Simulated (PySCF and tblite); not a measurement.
C4H2NOS2 (charge -1), numbered as in [O:1]=[C:2]([S-:3])[c:4]1[cH:5][n:6][cH:7][s:8]1. Level: PBE0-D3(BJ)/pcSseg-1//GFN2-xTB, thermal terms from GFN2-xTB, symmetry numbers and mirror pairs counted. Conformers within 2.5 kcal/mol (GFN2-xTB free energy) were kept, 4 at most. GIAO shieldings: PBE0/pcSseg-1. Shifts are against TMS (¹H), TMS (¹³C), NH3 (¹⁵N) at the same level. Programs: PySCF with density fitting and tblite.

Torsions listed: S3–C2–C4–S8.

Two conformers hold nearly all the population. I: 0°; δ(H5) = 7.21 ppm. II: 180°; δ(H5) = 8.79 ppm. The average over the ensemble at 298.15 K is 7.80 ppm.

(1) What populations and free-energy difference follow from a two-state model?

The minima are those of GFN2-xTB; planar forms about aryl–S or allylic bonds may be saddles in DFT. The ion is treated without a counter-ion.

Answers

(1) p(I) = (7.80 − 8.79)/(7.21 − 8.79) = 0.63, so K = p(II)/p(I) = 0.60 and G(II) − G(I) = −RT ln K = 0.31 kcal/mol. The weights computed directly are 62.8 % and 37.2 %.


¹⁵N shifts are against a computed isolated NH3 molecule, about 20 ppm from the liquid.